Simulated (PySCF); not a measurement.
## Xe⁺: ionisation energy

Xe⁺ [Kr] 4d10 5s2 5p5 (2P) → Xe²⁺ [Kr] 4d10 5s2 5p4 (3P), as a difference of total energies. All numbers are calculated (PySCF 2.14, scalar relativity by spin-free X2C-1e, in ANO-RCC-VTZP (7s6p4d2f1g, 68 functions)). Correlated levels: valence: [Kr] 4d10 frozen; valence and next inner shell: [Ar] 3d10 frozen. The calculations carry no spin-orbit coupling.

```tsv
method	ionisation energy (eV)
UHF	20.096
LDA	21.421
PBE	21.095
PBE0	21.142
r2SCAN	21.143
CAM-B3LYP	21.258
wB97X-V	21.229
MP2 (valence)	20.858
SCS-MP2 (valence)	20.864
MP2 (valence and next inner shell)	21.054
```

Task: Estimate what SCS-MP2 (valence and next inner shell) gives.

Result: 21.005 eV, closest to MP2 (valence and next inner shell) among the rows shown.

Task: Estimate what B3LYP gives.

Result: 21.235 eV, closest to wB97X-V among the rows shown.

A first-order spin-orbit estimate (lowest level to lowest level, LS coupling) adds -0.040 eV.

Errors of the correlated levels include the incompleteness of this basis and the frozen core.

For comparison: 20.975 eV (semi-empirical (NIST evaluation); NIST Atomic Spectra Database, ionization energies).
